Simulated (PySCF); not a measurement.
Calculation: PySCF with PBE-D3(BJ)/def2-TZVP // B3LYP-D3(BJ)/def2-SVP. Gas-phase values, no solvent. One relaxed conformer stands for a flexible species; it need not be the lowest. Excitations are Tamm–Dancoff values on a coarser integration grid. The basis has no diffuse functions, so Rydberg states are missing or too high.

Reference species (SMILES): `[Sn]([CH2]C)([CH2]C)([CH2]C)[CH2]C` (neutral, multiplicity 1).

| Property | Result |
|---|---|
| HOMO | -5.86 eV |
| T1 excitation (TDA) | 5.42 eV |

Changed species: `[CH2](C)[SnH3]` (3 of 4 C2H5 replaced by H; the reference has 0 of 4 C2H5 replaced by H).

### Question
Give the shifts of the HOMO and T1 excitation (TDA).

### Answer
the HOMO falls by 0.78 eV, to -6.64 eV; the T1 excitation (TDA) rises by 0.37 eV, to 5.79 eV.
